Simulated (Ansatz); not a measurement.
The cluster MgSe₂⁻: single points at one geometry.

```yaml
crystal:
  periodic: [false, false, false]
  atoms:
    - {symbol: Mg, position_ang: [0.000574, -0.002895, -0.000710]}
    - {symbol: Se, position_ang: [1.641603, 0.015705, 1.723817]}
    - {symbol: Se, position_ang: [-1.642177, -0.012810, -1.723117]}
basis:
  gaussian: {orbitals: def2-TZVPD, initial_orbitals: start.molden}
total_charge: -1
magnetization: {spin_polarized: true, initial_magnetization: 1}
hamiltonian: {xc: pbe, dispersion: d4}
scf: {omitted_lower_state_checks: [starts]}
output: {orbitals: {seedname: orbitals}}
```

The file start.molden holds the orbitals of an earlier run on this structure, at another level or in another basis.

```sh
$ ansatz run in.yaml --threads 4 --pin off --events-out ev --progress --plain --max-ram 3916MiB
```

Shortened log:

```
Functional definition: PBE
1154 factors; their error is unknown
mean field evaluation 1: about -136124.6354 eV, gradient 8.3e0 eV
mean field evaluation 2: about -136124.7314 eV, gradient 1.7e-1 eV
mean field evaluation 4: about -136124.7040 eV, gradient 2.0e-3 eV
mean field evaluation 8: about -136124.7040 eV, gradient 7.0e-6 eV
mean field -136124.70400656 eV, -5002.4906036027 hartree, gradient 7.3e-6 eV, S^2 0.754700; 0 other end points of the search recorded, 0 dependent functions left out
reference -136124.70405290 eV, -5002.4906053058 hartree; 41, 40 occupied and 108, 109 virtual orbitals, 1154 factors
Total energy: -136124.76904946 eV, -5002.4929938853 hartree
Checks for a lower state left out: starts
```

Hardware: 4 threads of Arm Neoverse V1 on a shared host. Wall time 6.5 s.

As the first input, with `hamiltonian: {xc: r2scan, dispersion: d4}` (abridged; 29 s):

```
Functional definition: r2SCAN
mean field -136146.34987496 eV, -5003.2860745943 hartree, gradient 8.6e-6 eV, S^2 0.759498
Total energy: -136146.36463200 eV, -5003.2866169055 hartree
Checks for a lower state left out: starts
```

The first input with `gaussian: {orbitals: def2-SVPD, initial_orbitals: start.molden}`, `hamiltonian: {xc: pbe0, dispersion: d4}` (abridged; 9 s):

```
Functional definition: PBE0
mean field -136111.41145408 eV, -5002.0021113090 hartree, gradient 9.5e-6 eV, S^2 0.766335
Total energy: -136111.46887832 eV, -5002.0042216111 hartree
Checks for a lower state left out: starts
```

As the first input, with `hamiltonian: {xc: {name: LC-wPBE}}` (abridged; 17 s):

```
Functional definition: LC-wPBE
mean field evaluation 16: about -136126.9900 eV, gradient 6.6e-6 eV
mean field -136126.99004257 eV, -5002.5746138765 hartree, gradient 6.6e-6 eV, S^2 0.754846
Total energy: -136126.99004257 eV, -5002.5746138767 hartree
Checks for a lower state left out: starts
```

First input, but with `gaussian: {orbitals: def2-SVPD, initial_orbitals: start.molden}`, `correlation: {method: ccsd_t}`, `scf: {omitted_lower_state_checks: [starts, cluster_reference]}` and without the key `hamiltonian` (abridged; 39 s):

```
Functional definition: HF
mean field evaluation 16: about -136023.6596 eV, gradient 2.5e-6 eV
mean field evaluation 32: about -136023.6596 eV, gradient 9.2e-5 eV
mean field -136023.65960110 eV, -4998.7772901924 hartree, gradient 2.7e-10 eV, S^2 0.758588
19 core orbitals not correlated: weight in the atoms' cores, before any rotation towards them, 1.000 or more for the frozen orbitals, at most 0.000 for the correlated occupied ones
second order -13.45892556 eV of doubles, -0.00000000 eV of singles
cycle   1  -13.28032897 eV  change    1.8e-1 eV  update   9.3e-2
cycle   2  -13.58792675 eV  change   -3.1e-1 eV  update   3.1e-2
cycle   3  -13.65855806 eV  change   -7.1e-2 eV  update   2.7e-2
cycle   4  -13.64160828 eV  change    1.7e-2 eV  update   1.5e-2
cycle   5  -13.63980843 eV  change    1.8e-3 eV  update   1.4e-2
cycle   6  -13.65354202 eV  change   -1.4e-2 eV  update   1.2e-2
cycle   7  -13.65642040 eV  change   -2.9e-3 eV  update   8.5e-3
cycle   8  -13.66009616 eV  change   -3.7e-3 eV  update   4.0e-3
cycle   9  -13.66205050 eV  change   -2.0e-3 eV  update   1.3e-3
cycle  10  -13.66188977 eV  change    1.6e-4 eV  update   4.8e-4
cycle  11  -13.66153967 eV  change    3.5e-4 eV  update   2.1e-4
cycle  12  -13.66179634 eV  change   -2.6e-4 eV  update   1.0e-4
cycle  13  -13.66175859 eV  change    3.8e-5 eV  update   4.8e-5
perturbative correction -0.45840775 eV, -0.0168461739 hartree
Total energy: -136037.77976743 eV, -4999.2961967341 hartree
Checks for a lower state left out: starts, cluster_reference
```

First input, but with `hamiltonian: {xc: {name: B2PLYP}}` and without the key `output` (abridged; 17 s):

```
Functional definition: B2PLYP
mean field -136118.76101522 eV, -5002.2722026994 hartree, gradient 2.6e-6 eV, S^2 0.795922
19 core orbitals not correlated: weight in the atoms' cores, before any rotation towards them, 1.000 or more for the frozen orbitals, at most 0.000 for the correlated occupied ones
second order -23.46123974 eV of doubles, -0.00000000 eV of singles
Total energy: -136125.09568386 eV, -5002.5049974780 hartree
Checks for a lower state left out: starts
```

Geometry: PBE0-D4/def2-TZVPD.

LC-ωPBE has ω = 0.4 bohr⁻¹. Correlated methods freeze 19 core orbitals; core or outer-core shells of Mg, Se are correlated, in sets that lack core-valence functions. At PBE-D4/def2-TZVPD the gap within one spin of the charge -1 doublet nearly closes, so an electron or hole may be smeared out by delocalisation error. The structure comes from a short search, and lower isomers may exist.
